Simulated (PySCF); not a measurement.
Input file for PySCF: R-B3LYP/3-21G on BH3O2 (SMILES OBO), a point of a torsion scan.

```python
from pyscf import gto, scf, dft, mp
from pyscf.data.elements import chemcore

mol = gto.M(
    atom='''
    O    -1.31252115   -0.17049110   -0.34382467
    B    -0.03358533    0.16936517   -0.60816629
    O     0.15845975    1.11099649   -1.54895381
    H    -1.50616256   -0.46951554    0.54082384
    H     0.87556931   -0.30051628    0.00108222
    H     1.06260653    1.30422762   -1.78749523
    ''',
    basis='3-21g',
    charge=0, spin=0, verbose=3, max_memory=1800)
mf = dft.RKS(mol, xc='b3lyp')
mf.conv_tol = 1e-8
mf.max_cycle = 100
mf.kernel()
if not mf.converged:
    mf = mf.newton().run(mf.mo_coeff, mf.mo_occ)
```

The log:

```
converged SCF energy = -176.208753898279
```

The run converged.

Cost: about 4 core-seconds (a rough figure).
